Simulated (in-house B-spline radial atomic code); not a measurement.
## Ionising Zn XXVIII (Zn27+) with different functionals

Computed with a B-spline radial code for spherical atoms: scalar-relativistic (spin-free X2C) Hamiltonian, Fermi nucleus of rms radius 3.9283 fm, spin-polarised at highest spin, spherical fractional occupations for the functionals. The ionisation energy is the difference of two self-consistent energies, [He] 2s1 → 1s2, without Breit or QED terms; ε is the level of the shell that loses the electron (its least bound occupied spin orbital).

```csv
method,rung,ΔSCF (eV),-ε(2s) (eV)
LDA PW92,LDA,2779.8,2734.7
PW91,GGA,2786.1,2739.9
PBE,GGA,2785.7,2739.4
revTPSS,meta-GGA,2784.4,2741.6
PBE0,global hybrid,2785.1,2750.5
CAM-B3LYP,range-separated hybrid,2785.4,2750.4
```

Problem. Among the functionals, which spreads more, the ΔSCF values or the orbital energies?

Solution. The orbital energies: ΔSCF values span about 6.3 eV and the orbital energies 15.8 eV.

Problem. How do they compare with the NIST value?

Solution. NIST lists 2782.00 eV ± 0.007 (tabulated theory, ground level to ground level). Errors run from -2.2 to +4.1 eV; LDA PW92 is closest (-2.2 eV), but part of that can be cancellation, since the calculations leave out Breit-QED terms.
